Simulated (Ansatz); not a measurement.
The cluster Cs₃⁻, relaxed as a triplet with UKS PBE/def2-TZVPD in Ansatz, starting from the PBE/def2-TZVPD geometry of the charge -1 singlet. Force threshold 0.02 eV/Å.

In the def2 sets Cs takes a core potential; there is no spin–orbit coupling. The highest occupied level of the charge -1 triplet lies above zero (up to 0.30 eV). The electron is either unbound and held by the finite basis, or the level is raised by self-interaction error. At PBE/def2-TZVPD a singlet of charge -1 lies 0.32 eV below the triplet, each at its own geometry. The structure comes from a short search, and lower isomers may exist.

Start:

```xyz
3

Cs    0.001    0.004    0.008
Cs    5.045    0.393   -0.692
Cs   -5.046   -0.397    0.684
```

Question: Estimate the energy that the relaxation releases and the steps that it takes.

Answer: 1.3 kJ/mol, in 5 steps; 38 s on 4 threads of Intel Xeon on a shared host. The force fell under the threshold at step 4, but the optimiser went on. No frequencies were taken in this run, so the end may be a saddle point.

Question: Does the start keep its bonding and symmetry?

Answer: By distances, no bond broke or formed. The bond that changes most is Cs1–Cs3, from 5.11 to 5.40 Å (atoms count from 1). Point group D∞h at the start, D∞h at the end, both within 0.05 Å; within 0.015 Å the end is C∞v.

Question: Predict the relaxed structure.

Answer: 
```xyz
3

Cs    0.001    0.004    0.008
Cs    5.331    0.415   -0.731
Cs   -5.332   -0.420    0.723
```
Bond lengths (bridged metal pairs left out): 2 × Cs–Cs 5.40 Å.
